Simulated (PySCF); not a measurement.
Ligands exchanged one at a time, Ge CH3-OCH3. All species are isolated molecules in the gas phase. One relaxed conformer stands for each flexible species; it need not be the lowest. Strings in code marks are SMILES.

The T1 excitation (TDA) from two functionals at the same geometries (B3LYP-D3(BJ)/def2-SVP), both in PySCF: PBE-D3(BJ)/def2-TZVP and B3LYP-D3(BJ)/def2-TZVP. B3LYP has the VWN-RPA correlation part, as in Gaussian. Excitations are Tamm–Dancoff values on a coarser integration grid. The basis has no diffuse functions, so Rydberg states are missing or too high.

```csv
species,PBE-D3(BJ)/def2-TZVP (eV),B3LYP-D3(BJ)/def2-TZVP (eV)
1 of 4 CH3 replaced by OCH3,5.65,6.40
2 of 4 CH3 replaced by OCH3,5.69,6.38
3 of 4 CH3 replaced by OCH3 (`C[O][Ge]([O]C)([CH3])[O]C`),5.63,6.40
4 of 4 CH3 replaced by OCH3,5.37,6.14
```

Over these rows, drawn at random from the members with no instability flagged (it was tested for open shells, ions and some series alone), PBE minus B3LYP-D3(BJ): mean -0.74 eV, from -0.77 eV to -0.69 eV.
